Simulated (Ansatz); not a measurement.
diboron tetrachloride cation (B2Cl4), SMILES ClB(Cl)B(Cl)Cl (connectivity only; charge and spin as stated), charge +1, multiplicity 2.

Geometry optimised at PBE0-D3(BJ)/def2-SVP. The spin state was assumed, not searched. Other conformers were not sampled.

Two levels are set side by side: PBE/def2-SVPD (Ansatz, a program for electronic structure) and CAM-B3LYP/def2-SVPD (Ansatz). Energy differences of separate SCF runs at the same geometry; the states with an electron removed or added have multiplicity 1 and 1. Differences are taken from unrounded values.

```csv
quantity,CAM-B3LYP,PBE,PBE minus CAM-B3LYP
vertical ionisation energy (eV),15.89,15.08,-0.81
vertical electron affinity (eV),9.26,8.72,-0.55
```
